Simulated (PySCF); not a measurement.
disilazane (H7NSi2), SMILES [SiH3]N[SiH3]. Atoms are numbered in the order given.

```xyz
10

Si     0.0006     0.1323     1.5799
N     -0.0068    -0.6081     0.0000
Si     0.0006     0.1323    -1.5799
H     -1.0581    -0.4601     2.4520
H     -0.2579     1.5862     1.3914
H      1.3030    -0.0367     2.2959
H      0.0559    -1.6254     0.0000
H      1.3030    -0.0367    -2.2959
H     -1.0581    -0.4601    -2.4520
H     -0.2579     1.5862    -1.3914
```
Charge 0, spin multiplicity 1.

The structure is a stationary point at B3LYP-D3(BJ)/def2-SVP.

The numbers are results of PySCF with KT2/pcSseg-1, not measurements.

GIAO shieldings, no solvent; atoms alike by connectivity are averaged. δ = σ(ref) − σ: ²⁹Si against TMS (σ = 361.9 ppm); ¹⁵N against NH3 (σ = 266.2 ppm); ¹H against TMS (σ = 31.47 ppm), references at their B3LYP-D3(BJ)/def2-TZVP geometries, non-relativistic.

```json
[
 {"nucleus": "²⁹Si", "atoms": "Si1, Si3", "count": "2", "δ (ppm)": "-43.4"},
 {"nucleus": "¹⁵N", "atoms": "N2", "count": "1", "δ (ppm)": "-1.6"},
 {"nucleus": "¹H", "atoms": "H4, H5, H6, H8, H9, H10", "count": "6", "δ (ppm)": "5.14"},
 {"nucleus": "¹H", "atoms": "H7", "count": "1", "δ (ppm)": "-0.97"}
]
```
